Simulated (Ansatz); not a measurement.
CH₇InN₂ (`NC[NH][InH2]`). Charge 0, multiplicity 1. In takes the def2 core potential.

Cartesian coordinates in Å:
```
N -0.4202 -0.6613 -0.7979
C 0.1721 0.7213 -0.8205
N 0.8357 0.9692 0.4175
In -0.2745 -0.3901 1.6076
H 0.2517 -1.3499 -1.1209
H -1.2541 -0.7498 -1.3708
H -0.6887 1.3915 -0.9387
H 0.8187 0.8567 -1.6958
H 1.8190 0.7392 0.3481
H 0.5884 -1.6927 2.3384
H -1.8482 0.1659 2.0329
```

Task: What are the harmonic wavenumbers in cm⁻¹ at PBE0-D4/def2-TZVP (Ansatz, finite differences of forces, unscaled)? (Estimate.)

Result: Ansatz gave: 172, 211, 278, 367, 410, 481, 545, 579, 608, 671, 892, 930, 986, 1082, 1163, 1295, 1367, 1394, 1503, 1624, 1800, 1817, 3011, 3051, 3489, 3559, 3584.

Task: Is this a minimum?

Result: Yes, all 27 modes are real.

Task: Give the ideal-gas thermochemistry at 298.15 K and 1 bar (rigid rotor, harmonic oscillator; point group C1, symmetry number 1).

Result: Zero-point energy 220.5 kJ/mol; H(298) − E = 239.2 kJ/mol; entropy 328.2 J/(mol·K), of which translation 172.3, rotation 109.4, vibration 46.5; G(298) − E = 141.4 kJ/mol.

Task: And at 400, 500, 600, 800 and 1000 K?

Result: 
```tsv
T (K)	H − E (kJ/mol)	S (J/mol/K)	G − E (kJ/mol)
400	250.7	361.2	106.2
500	264.0	390.8	68.6
600	279.0	418.0	28.2
800	312.7	466.4	-60.4
1000	350.3	508.3	-158.0
```
